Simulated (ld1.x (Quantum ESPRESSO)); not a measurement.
**Before and after: PAW potential for manganese (Mn)**

- Element: Mn
- Generator: ld1.x (Quantum ESPRESSO) 7.5
- Type: PAW
- Functional: PBEsol
- Relativity: scalar-relativistic
- Frozen core: [Ar]
- Valence charge: 7
- Reference configuration: 3d5 4s2 4p0
- Partial waves: 4s (bound): rcut 2.65, rcutus 3.10 bohr; 4s channel at 2.45 Ry: rcut 2.65, rcutus 3.10 bohr; 4p (bound, empty): rcut 2.70, rcutus 3.40 bohr; 4p channel at 2.35 Ry: rcut 2.70, rcutus 3.40 bohr; 3d (bound): rcut 1.25, rcutus 1.35 bohr; 3d channel at 0.1 Ry: rcut 1.25, rcutus 1.35 bohr
- Local potential: all-electron potential smoothed inside 1.65 bohr (lloc = -2)
- Core correction: Bessel-smoothed model core inside 0.95 bohr
- Augmentation charge: BESSEL, radius 1.10 bohr

Change: all radii but the core radius scaled by about 1.09 (s 3.38, p 3.70, d 1.48 bohr, rcut 2.88/2.94/1.36); local potential all-electron potential smoothed inside 1.80 bohr (lloc = -2); augmentation BESSEL, radius 1.20 bohr.

Cutoffs: the cutoffs (Ry, on a coarse ladder) from which the occupation-weighted sum of valence levels, in a spherical-Bessel basis at the reference potential, stays within 10 and 1 mRy of its value at 400 Ry; they do not see the model core or the augmentation charge, which bear on the density cutoff. Errors are all-electron minus pseudo energies relative to the spin-unpolarised reference configuration.

Task: What does the change do?

Result: The potential gets softer (55 Ry and 90 Ry → 50 Ry and 80 Ry); of the 7 tests that both files solve, the error grows in 3 and shrinks in 0 by more than 15 % and 0.3 meV (median size 71.6 → 92.4 meV); neither file shows a bound ghost. A larger radius leaves more room for a smooth pseudo-wave, so fewer plane waves are needed. More of the atom is replaced by a form fitted at one configuration, so other configurations suffer.

```csv
quantity,base,changed
"cutoff, loose",55 Ry,50 Ry
"cutoff, tight",90 Ry,80 Ry
loose cutoff by channel (10 mRy a level),"s 6 Ry, d 50 Ry","s 6 Ry, d 40 Ry"
bound ghosts,none,none
"error for 3d5 4s1 4p0, meV [ΔE 8.43 eV]",+23,+20
"error for 3d5 4s0 4p0, meV [ΔE 23.94 eV]",+107,+109
"error for 3d4 4s0 4p0, meV [ΔE 56.42 eV]",-354,-374
"error for 3d6 4s0 4p0, meV [ΔE 6.77 eV]",+72,+92
"error for 3d5 4s0 4p1, meV [ΔE 13.19 eV]",+37,+44
"error for 3d5 4s0 4p2, meV [ΔE 7.96 eV]",+15,+19
"error for 3d3 4s0 4p0, meV [ΔE 107.14 eV]",-2017,-2052
lowest overlap eigenvalue by channel,"s 0.68, p 0.62, d 0.96","s 0.12, p 0.70, d 0.97"
```
